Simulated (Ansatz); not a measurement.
AlFBr₂, SMILES [Br][Al]([Br])[F].

Geometry: B3LYP-D3(BJ)/def2-SVP. The structure was generated by enumeration; whether it is a known compound was not checked.

Two levels are set side by side: PBE/def2-SVPD (Ansatz, an electronic-structure program) and CAM-B3LYP/def2-SVPD (Ansatz). Energy differences of separate SCF runs at the same geometry; the states with an electron removed or added have multiplicity 2 and 2. Differences are taken from unrounded values.

```csv
quantity,CAM-B3LYP,PBE,PBE minus CAM-B3LYP
vertical ionisation energy (eV),11.32,10.63,-0.69
vertical singlet–triplet gap (eV),5.99,5.18,-0.81
```
